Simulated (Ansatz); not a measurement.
Cost and result for the atomization energy of `C=CN([SiH3])[SiH2]Cl` (14 atoms, 13 bonds).

| atom | x (Å) | y (Å) | z (Å) |
| --- | --- | --- | --- |
| C1 | 0.313 | -1.092 | -1.914 |
| C2 | 0.825 | -0.558 | -0.805 |
| N3 | 0.116 | 0.098 | 0.208 |
| Si4 | 0.977 | 0.729 | 1.597 |
| Si5 | -1.599 | 0.235 | 0.002 |
| Cl6 | -2.308 | 1.238 | 1.648 |
| H7 | 0.968 | -1.575 | -2.626 |
| H8 | -0.744 | -1.075 | -2.158 |
| H9 | 1.896 | -0.619 | -0.635 |
| H10 | 2.404 | 0.393 | 1.358 |
| H11 | 0.522 | 0.094 | 2.857 |
| H12 | 0.825 | 2.200 | 1.711 |
| H13 | -1.943 | 1.025 | -1.201 |
| H14 | -2.251 | -1.093 | -0.041 |

Charge 0, multiplicity 1. The structure was optimised at the PBE0-D4/def2-TZVP level. It is one conformer, not always the lowest. Program: Ansatz. All runs use 2 threads of an AMD EPYC 7R13 on a shared host and a share of an NVIDIA H100 80 GB. Times are those of one run each, without the atoms' runs, and a repeat can differ threefold. Electronic energies, without spin–orbit coupling; frozen cores. CCSD(T)/CBS adds CCSD(T) − MP2 in def2-TZVPP to the MP2 limit, and its time is that of the two runs behind it. T1 = 0.011. B3LYP takes the VWN-RPA correlation (the form of Gaussian; ORCA's B3LYP/G).

CCSD(T)/CBS is a level of theory with its own doubt, some kJ/mol a heavy atom from the limit and from the frozen cores, so smaller differences don't rank the functionals.

```json
{"level": "PBE-D4/def2-TZVPP (with forces)", "functions": "331", "wall time": "2.3 s"}
{"level": "B3LYP-D4/def2-TZVPP (with forces)", "functions": "331", "wall time": "2.4 s"}
{"level": "PBE0-D4/def2-TZVPP", "functions": "331", "wall time": "2.6 s"}
{"level": "r2SCAN-D4/def2-TZVPP (with forces)", "functions": "331", "wall time": "2.8 s"}
{"level": "ωB97X-V/def2-TZVPP", "functions": "331", "wall time": "2.8 s"}
{"level": "ωB97M-V/def2-TZVPP (with forces)", "functions": "331", "wall time": "3.9 s"}
{"level": "B2PLYP/def2-TZVPP", "functions": "331", "wall time": "4.2 s"}
{"level": "MP2/def2-QZVPP", "functions": "621", "wall time": "7 s"}
{"level": "CCSD(T)/def2-TZVPP", "functions": "331", "wall time": "16 s"}
{"level": "CCSD(T)/CBS(def2)", "functions": "–", "wall time": "23 s"}
```

Task: What atomization energy does each give, and how far from CCSD(T)/CBS? (Estimate.)

Result: Ansatz gave: 
```json
{"level": "PBE-D4/def2-TZVPP (with forces)", "atomization (kcal/mol)": "1209.8", "difference from CCSD(T)/CBS": "11.7", "per bond": "0.9"}
{"level": "B3LYP-D4/def2-TZVPP (with forces)", "atomization (kcal/mol)": "1198.4", "difference from CCSD(T)/CBS": "0.3", "per bond": "0.0"}
{"level": "PBE0-D4/def2-TZVPP", "atomization (kcal/mol)": "1195.6", "difference from CCSD(T)/CBS": "-2.5", "per bond": "-0.2"}
{"level": "r2SCAN-D4/def2-TZVPP (with forces)", "atomization (kcal/mol)": "1197.4", "difference from CCSD(T)/CBS": "-0.7", "per bond": "-0.1"}
{"level": "ωB97X-V/def2-TZVPP", "atomization (kcal/mol)": "1204.1", "difference from CCSD(T)/CBS": "6.0", "per bond": "0.5"}
{"level": "ωB97M-V/def2-TZVPP (with forces)", "atomization (kcal/mol)": "1202.5", "difference from CCSD(T)/CBS": "4.4", "per bond": "0.3"}
{"level": "B2PLYP/def2-TZVPP", "atomization (kcal/mol)": "1182.3", "difference from CCSD(T)/CBS": "-15.8", "per bond": "-1.2"}
{"level": "MP2/def2-QZVPP", "atomization (kcal/mol)": "1198.6", "difference from CCSD(T)/CBS": "0.5", "per bond": "0.0"}
{"level": "CCSD(T)/def2-TZVPP", "atomization (kcal/mol)": "1164.5", "difference from CCSD(T)/CBS": "-33.6", "per bond": "-2.6"}
{"level": "CCSD(T)/CBS(def2)", "atomization (kcal/mol)": "1198.1", "difference from CCSD(T)/CBS": "0.0", "per bond": "0.0"}
```

From PBE to PBE0 (25 % exact exchange), in def2-TZVPP and without D4, the atomization energy moves by −12.7 kcal/mol: exact exchange takes away binding that semilocal exchange gives to molecules. In def2-TZVPP, CCSD(T) changes the Hartree–Fock value by +282.8 kcal/mol (the triples alone add +17.2 kcal/mol) and MP2 by +296.8 kcal/mol; breaking electron pairs costs correlation energy, which Hartree–Fock lacks. The D4 term adds +16.0 kcal/mol with B3LYP and +8.5 kcal/mol with PBE0; it sums over pairs of atoms, weighted by their polarisabilities, and B3LYP, whose exchange is more repulsive, gets the larger term.
